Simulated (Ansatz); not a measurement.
Pulling on the P1–O2 bond in PO (multiplicity 2 held). Energies count from the point at 1.480 Å.


R- and RO- levels are restricted; in cc, def2 and unpolarised 6-31G sets they are followed outwards from rest. U- levels take the lowest unrestricted solution at each point, which mixes spins at long bonds. Curves can end on different states.

Correlated levels freeze the cores.

Programs: Ansatz (a first-principles code). 

Task: One of these levels gives 46.12 kcal/mol for the energy at R = 5.919 Å. Name it.
A. U-SCS-MP2/cc-pV(D+d)Z
B. U-HF/cc-pV(D+d)Z
C. U-CCSD/cc-pV(D+d)Z
D. RO-HF/cc-pV(D+d)Z

Result: B, U-HF/cc-pV(D+d)Z. The others give 390.97 (RO-HF/cc-pV(D+d)Z), 117.12 (U-SCS-MP2/cc-pV(D+d)Z), 105.58 (U-CCSD/cc-pV(D+d)Z)

Doubts at one or more of the structures used: a restricted determinant that unrestricted orbitals would lower (RO-HF/cc-pV(D+d)Z); a spin-contaminated determinant (U-HF/cc-pV(D+d)Z, U-SCS-MP2/cc-pV(D+d)Z, U-CCSD/cc-pV(D+d)Z).
